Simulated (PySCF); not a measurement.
## Two-component Hartree-Fock for Ce(49+) (cerium, charge +49)

Start: [He] 2s2 2p5; 2p1/2 filled at m_j = -1/2, +1/2; 2p3/2 filled at m_j = -1/2, +1/2, +3/2. Calculated with PySCF 2.14 in an uncontracted even-tempered set (17 s from 28 bohr⁻², ratio 2.4; 13 p from 37 bohr⁻², ratio 2.4; 5 d from 130 bohr⁻², ratio 2.6; 4 f from 200 bohr⁻², ratio 2.6): generalised Hartree-Fock with the X2C-1e Hamiltonian and a Gaussian nucleus; one run each with spin-orbit coupling (SO) switched off, then screened by Boettger's factors.

```
spinor shell  electrons  ε, spin-free (eV)  ε, screened SO (eV)  weight of nominal j (screened SO)  rms radius, screened SO (bohr)
       1s1/2          2           -44452.3             -44441.9                              1.000                          0.0280
       2s1/2          2           -10059.6             -10056.7                              1.000                           0.111
       2p1/2          2            -9433.2              -9758.8                              0.999                          0.0948
       2p3/2          3            -9433.2              -9287.6                              1.000                           0.100
```

```json
{"quantity": "E (hartree)", "spin-free": "-6154.02603", "screened SO": "-6162.40435"}
{"quantity": "M_J", "spin-free": "3/2", "screened SO": "3/2"}
{"quantity": "⟨J²⟩", "spin-free": "3.750", "screened SO": "3.750"}
{"quantity": "⟨L²⟩", "spin-free": "2.000", "screened SO": "2.009"}
{"quantity": "⟨S²⟩", "spin-free": "0.750", "screened SO": "0.759"}
```

Each row is a mean over spinors that exchange with the open shell spreads, by up to 48.091 eV (2s1/2).

Breit and QED terms are absent; they matter most for the inner s and p1/2 levels.

Densities and radii are taken from the X2C orbitals without a picture-change correction, which distorts them close to the nucleus.

Without spin-orbit coupling the j labels of p, d and f shells carry no meaning; the spin-free column gives the mean over the occupied spinors of each nl shell.
